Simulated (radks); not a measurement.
Values are calculated unless marked as measured or tabulated.
Question: The mean radii <r> (bohr) of the occupied orbitals of an atom or ion are listed with their occupations. Code: a radial shooting solver on a logarithmic mesh with Libxc functionals. Model: Dirac Kohn-Sham, PBE, spin-unpolarised, spherical densities, point nucleus.

| orbital | occ. | <r> |
|---|---|---|
| 1s1/2 | 2 | 0.04408 |
| 2s1/2 | 2 | 0.1957 |
| 2p1/2 | 2 | 0.1685 |
| 2p3/2 | 4 | 0.1723 |
| 3s1/2 | 2 | 0.5733 |
| 3p1/2 | 2 | 0.5814 |
| 3p3/2 | 4 | 0.5918 |
| 3d3/2 | 4 | 0.6212 |
| 3d5/2 | 6 | 0.6252 |
| 4s1/2 | 2 | 1.590 |

Name the element and its charge. Open shells, if any, are shared by 2j + 1.

Answer: Z = 34, selenium, charge +4: Se4+ in [Ar] 3d10 4s2. The 1s radius gives Z: for a bare nucleus <r> = (2 gamma + 1)/(2Z) with gamma = sqrt(1 - (Z/c)^2), 0.0432 bohr for Z = 34, and screening makes it slightly larger (0.04408 here). The occupations add up to 30, and the charge is Z minus that.
